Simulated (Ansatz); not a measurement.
A nudged elastic band was laid between two geometries of AlH₇O₂Si₂ (12 atoms, charge 0, multiplicity 1).

Computed with Ansatz, RKS PBE0-D4/6-31G*.

* movable images: 9
* climbing image: yes
* spring: 5.0 eV/Å²
* optimiser: quadratic models (default)
* start path: through a guess of the saddle point
* force threshold: 0.05 eV/Å
* iteration limit: 51
* end points: relaxed

Initial state:

```xyz
12
Properties=species:S:1:pos:R:3
Al 0.375 -0.087 -0.191
O 0.478 -0.086 1.505
Si -0.196 -0.365 2.978
H -1.403 -1.236 2.861
H 0.789 -1.042 3.865
H -0.609 0.920 3.609
H 1.587 0.420 -1.051
O -1.040 -0.639 -0.947
Si -2.540 -1.300 -1.041
H -2.623 -2.553 -0.236
H -3.566 -0.347 -0.528
H -2.862 -1.625 -2.458
```

Final state:

```xyz
12
Properties=species:S:1:pos:R:3
Al 0.343 0.089 -1.015
O 0.932 0.059 0.915
Si -0.262 -0.600 2.008
H -0.516 -2.054 1.903
H 0.575 -0.458 3.250
H -1.448 0.246 2.274
H 1.772 0.328 1.312
O -1.082 -0.600 -0.115
Si -2.621 -1.111 -0.469
H -3.121 -1.927 0.674
H -3.548 0.038 -0.670
H -2.634 -1.952 -1.700
```

**Question.** Which bonds break or form, and what moves?

**Answer.** Bonds broken: Al1–H7. Bonds formed: O2–H7.

**Question.** Give the energies along the band, and the barrier.

**Answer.** The run converged. The highest image is number 6 of 0 to 10, 3.01 eV above the first end and 1.39 eV above the last; the last end lies 1.62 eV above the first. Neighbouring images differ by up to 2.4 eV, so the band resolves the path poorly. A vibrational analysis at the climbing image gives one clearly imaginary mode, 1485i cm⁻¹: a first-order saddle point. The orbitals stay closed-shell, which can raise the energy where a bond breaks towards radicals; this wasn't checked here.

```
image  path coordinate (Å)  energy (eV)  Al1–H7 (Å)  O2–H7 (Å)
    0                 0.00         0.00        1.57       2.83
    1                 1.00         0.00        1.57       2.83
    2                 2.00         0.00        1.57       2.83
    3                 3.00         0.01        1.57       2.83
    4                 4.00         0.01        1.57       2.83
    5                 4.99         0.60        1.56       2.33
    6                 5.99         3.01        1.73       1.33
    7                 7.15         1.87        2.57       0.97
    8                 8.32         1.76        2.65       0.97
    9                 9.48         1.65        2.72       0.97
   10                10.65         1.62        2.74       0.97
```

**Question.** What is the geometry of the highest image?

**Answer.** 
```xyz
12
Properties=species:S:1:pos:R:3:forces:R:3
Al 0.086 -0.359 -0.427 0.00 0.02 0.01
O 0.453 -0.137 1.372 -0.01 -0.03 0.00
Si 0.371 -0.403 3.040 0.00 0.01 0.00
H 0.552 -1.848 3.345 0.00 0.00 0.00
H 1.455 0.374 3.693 0.00 0.00 0.00
H -0.952 0.048 3.546 0.00 0.00 0.00
H 1.502 -0.184 0.553 0.00 0.01 -0.01
O -1.559 -0.630 -0.784 0.01 -0.02 -0.01
Si -3.026 -1.089 -1.358 0.00 0.00 0.01
H -3.597 -2.179 -0.515 0.00 0.00 0.00
H -3.974 0.061 -1.342 0.00 0.00 0.00
H -2.922 -1.595 -2.757 0.00 0.01 0.00
```

Time of the run: 15 min on 2 threads of Arm Neoverse V1, with other jobs on the host, peak memory 0.23 GiB.
